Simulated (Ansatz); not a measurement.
Consider the ligand exchange at the Si–C bond: `C[Si](C)(C)F` + H₂S → `C[Si](C)(F)S` + CH₄.

Program: Ansatz. Geometries: PBE0-D4/def2-TZVP. ΔE: electronic, gas phase. CCSD(T)/CBS adds triple-zeta CCSD(T) − MP2 to the extrapolated MP2 energy (def2 sets, frozen cores). This one scheme is used for every species. DFT in def2-TZVPP. B3LYP here is the variant with VWN-RPA as its local correlation; programs differ in this. One conformer a species, not always the lowest.

| level | ΔE (kJ/mol) |
| --- | --- |
| B3LYP-D4 | -65.1 |
| revPBE | -65.7 |
| CCSD(T)/def2-SVP | -56.9 |
| CCSD/def2-TZVPP | -59.6 |

Task: What does CCSD(T)/CBS give? (Best estimate.)

Result: Computed: -63.9 kJ/mol. The listed levels differ from it by -1.2, -1.8, 7.0, 4.3 kJ/mol.

Largest T1 diagnostic among the species: 0.011.

At CCSD(T), def2-SVP lies +7.0 kJ/mol from the extrapolated value and def2-TZVPP +2.7 kJ/mol. Leaving LDA and LC-ωPBE aside and taking each functional with its dispersion term where it has one, the values, not all of them listed here, spread over 6.6 kJ/mol, from B97M-V to CAM-B3LYP-D4. LDA lies +3.4 kJ/mol from PBE without D4.
